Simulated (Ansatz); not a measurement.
Basis-set extrapolation for C10H22O (`CCCCCCCCCCO`) (PBE0-D4/def2-TZVP geometry, frozen core, the Gaussian-basis code of Ansatz). Multiplicity 1, RHF reference.

```
                      def2-TZVPP   def2-QZVPP
                 HF  -466.528004  -466.549942
    MP2 correlation    -1.999614    -2.127657
CCSD(T) correlation    -2.192159      not run
```

Energies in hartree. Use E(X) = E(∞) + A·exp(−7.88·√X) for Hartree–Fock and E(X) = E(∞) + B·X^(−2.97) for correlation, with X = 3 and 4, and add CCSD(T) minus MP2 of the smaller set to the MP2 limit.

Task: What is the CCSD(T) energy at the basis-set limit?

Result: HF limit: -466.549942 + (-0.021938) × 0.13774 = -466.55296. MP2 limit: -2.127657 + (-0.128043) × 0.74074 = -2.22250. Higher-order term: -2.192159 − (-1.999614) = -0.19255. Total: -468.96801 hartree, 650.7 kJ/mol below CCSD(T)/def2-TZVPP.
